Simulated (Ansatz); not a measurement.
BeBrH (SMILES [BeH][Br]) moved off its minimum; all values from Ansatz (a quantum-chemistry and plane-wave program), cores frozen in correlated methods.
(charge 0, multiplicity 1)
```xyz
3

Be    -0.02279     0.11641    -1.65072
H     -0.01462    -0.07649    -3.02408
Br    -0.00790    -0.10228     0.23501
```

| level | largest force (eV/Å) | on atom | rms difference from CCSD(T)/aug-cc-pVTZ (eV/Å) | dipole (D) |
|---|---|---|---|---|
| HF/def2-TZVPP | 2.30 | Be1 | 0.122 | 0.69 |
| PBE/def2-TZVPP | 1.84 | Be1 | 0.081 | 0.54 |
| r2SCAN/def2-TZVPP | 1.92 | Be1 | 0.045 | 0.56 |
| B3LYP/def2-TZVPP | 2.01 | Be1 | 0.031 | 0.55 |
| wB97M-V/def2-TZVPP | 2.02 | Be1 | 0.055 | 0.57 |
| MP2/aug-cc-pVTZ | 2.07 | Be1 | 0.031 | 0.58 |
| CCSD(T)/aug-cc-pVTZ | 2.02 | Be1 | 0.000 | 0.56 |

The differences count from one level among others, with limits of its own. Forces at CCSD(T)/aug-cc-pVTZ (eV/Å):

```
atom      Fx      Fy      Fz
----  ------  ------  ------
Be1    0.017  -0.382  -1.982
H2    -0.017   0.348   0.792
Br3    0.000   0.034   1.190
```
